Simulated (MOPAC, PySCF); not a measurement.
C$_{3}$H$_{6}$Si, SMILES `C(=CC)=[SiH2]`, neutral singlet in the gas phase. 

Cartesian coordinates (Å):
```xyz
10

C     -1.6631    -0.1751     0.6674
C     -0.6369     0.2725    -0.3348
C      0.6595     0.1624    -0.2000
Si     2.3182    -0.0010     0.0161
H     -1.1902    -0.6157     1.5433
H     -2.3368    -0.9105     0.2182
H     -2.2804     0.6709     0.9831
H     -1.0383     0.7247    -1.2441
H      3.0435    -1.1900    -0.4537
H      3.1245     1.0618     0.6334
```
Charge 0, multiplicity 1.

All levels are single points at this geometry (B3LYP-D3(BJ)/def2-TZVP); Pople sets use spherical d functions. Orbital energies aren't observables, and empty levels follow the basis.

```tsv
level	HOMO (eV)	LUMO (eV)	gap (eV)	dipole (D)	vertical IE, Delta-SCF (eV)
B3LYP-D3(BJ)/def2-TZVP in PySCF	-5.94	-1.14	4.80	0.47	–
PBE-D3(BJ)/def2-TZVP in PySCF	-5.21	-1.78	3.44	0.63	–
B3LYP/6-311+G** in PySCF	-5.97	-1.21	4.76	0.47	–
BP86/6-31G* in PySCF	-5.16	-1.53	3.63	0.93	–
M06-2X/6-31G* in PySCF	-7.01	0.16	7.17	0.58	–
PBE/6-31G* in PySCF	-5.07	-1.44	3.63	0.93	8.02
SVWN5/6-31G* in PySCF	-5.18	-1.58	3.60	0.93	8.23
HF/3-21G in PySCF	-8.04	2.81	10.84	0.87	–
HF/6-31G* in PySCF	-7.94	2.70	10.64	0.50	6.63
AM1 in MOPAC	-8.72	-0.33	8.39	0.96	–
PM3 in MOPAC	-8.21	-0.41	7.80	0.43	–
PM6 in MOPAC	-7.68	-0.38	7.30	1.21	–
PM7 in MOPAC	-8.91	-0.66	8.25	1.94	–
```
